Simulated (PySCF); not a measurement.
**A survey of ²⁹Si NMR shifts**

- PBE0/pcSseg-1 with gauge-including orbitals
- GFN2-xTB structure
- run in PySCF 2.14
- non-relativistic Hamiltonian, in vacuum, single conformer, averaged over atoms made equivalent by symmetry, fast rotation or ring inversion

Shieldings were converted by a linear fit to measured shifts: ²⁹Si: δ = 279.94 − 0.822σ (rms 8.9 ppm, 72 shifts, 25.8 ppm with the 6 outliers that the fit left out vs TMS, solution or neat liquid). Occasional misses reach two or three times the rms, and more in compound classes unlike the fitted ones.

Question: Give the ²⁹Si shifts of `CS[SiH2]C1=C[SiH2][C@H]1F`, `FC(F)(F)[C@@H]1CN[SiH2]N1`, `C=C([SiH2]N)N(C)C`, `C=CC[SiH2]N(C)C`, `C=CCCCN[SiH3]`, `C#CCN(C=O)[SiH2]C`, `C=CN(C)N(C)[SiH3]`.

Answer: 
```json
{"compound": "[CH3:1][S:2][SiH2:3][C:4]1=[CH:5][SiH2:6][C@H:7]1[F:8]", "environment": "Si6: silicon bonded to 2 C, 2 H, in a 4-membered ring", "δ (ppm)": "-28.1"}
{"compound": "[CH3:1][S:2][SiH2:3][C:4]1=[CH:5][SiH2:6][C@H:7]1[F:8]", "environment": "Si3: silicon bonded to C, S, 2 H", "δ (ppm)": "-42.4"}
{"compound": "FC(F)(F)[C@@H]1CN[SiH2]N1", "environment": "silicon bonded to 2 N, 2 H, in a 5-membered ring", "δ (ppm)": "-24.9"}
{"compound": "C=C([SiH2]N)N(C)C", "environment": "silicon bonded to C, N, 2 H", "δ (ppm)": "-35.9"}
{"compound": "C=CC[SiH2]N(C)C", "environment": "silicon bonded to C, N, 2 H", "δ (ppm)": "-28.3"}
{"compound": "C=CCCCN[SiH3]", "environment": "silicon bonded to N, 3 H", "δ (ppm)": "-54.2"}
{"compound": "C#CCN(C=O)[SiH2]C", "environment": "silicon bonded to C, N, 2 H", "δ (ppm)": "-30.5"}
{"compound": "C=CN(C)N(C)[SiH3]", "environment": "silicon bonded to N, 3 H", "δ (ppm)": "-48.8"}
```

Question: Order these by ²⁹Si shift, lowest first.
A. C=C[Si@H](N=C)C(C)=O
B. C[Si](N)(N)C1CC1
C. C[C@]1(CCF)CN[SiH2]N1

Answer: A (-46.3 ppm, silicon bonded to 2 C, N, H), C (-29.4 ppm, silicon bonded to 2 N, 2 H, in a 5-membered ring), B (-12.1 ppm, silicon bonded to 2 C, 2 N).
